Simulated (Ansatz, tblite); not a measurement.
Cost and result up the ladder for Ge(OEt)H3 (C2H8GeO) (12 atoms). Charge 0, multiplicity 1. Geometry: r2SCAN-D4/def2-SVP.

```xyz
12

Ge   -0.579    1.456   -1.456
O     0.034   -0.065   -0.749
C     0.083   -0.188    0.661
C     0.615   -1.562    1.009
H     0.736    0.595    1.104
H    -0.926   -0.049    1.106
H     0.670   -1.698    2.100
H    -0.040   -2.341    0.589
H     1.622   -1.698    0.585
H    -0.489    1.241   -2.968
H     0.306    2.628   -0.989
H    -2.032    1.680   -0.994
```

Ansatz on 4 threads of Intel Xeon on a shared host; xTB runs through tblite on one thread. Times are rough, summed over both states, and most runs start from the orbitals of an earlier one. PBE0-D4/def2-TZVP serves as the yardstick here, not as an exact answer. The other state is a doublet.

The xTB rows come from tblite.

Raw xTB energies of ions are shifted by several eV.

```tsv
level	functions	wall time
GFN2-xTB	29	0.026 s
GFN1-xTB	37	0.045 s
PBE-D4/def2-TZVP	189	9.2 s
PBE0-D4/def2-TZVP (with forces)	189	17 s
r2SCAN-D4/def2-TZVP	189	18 s
```

(1) Estimate what each level gives for the vertical IE (eV).

## Answers

(1) 
| level | vertical IE (eV) | difference from PBE0-D4/def2-TZVP (eV) |
| --- | --- | --- |
| GFN2-xTB | 14.11 | 4.32 |
| GFN1-xTB | 15.23 | 5.45 |
| PBE-D4/def2-TZVP | 9.51 | -0.28 |
| PBE0-D4/def2-TZVP (with forces) | 9.78 | 0.00 |
| r2SCAN-D4/def2-TZVP | 9.62 | -0.17 |
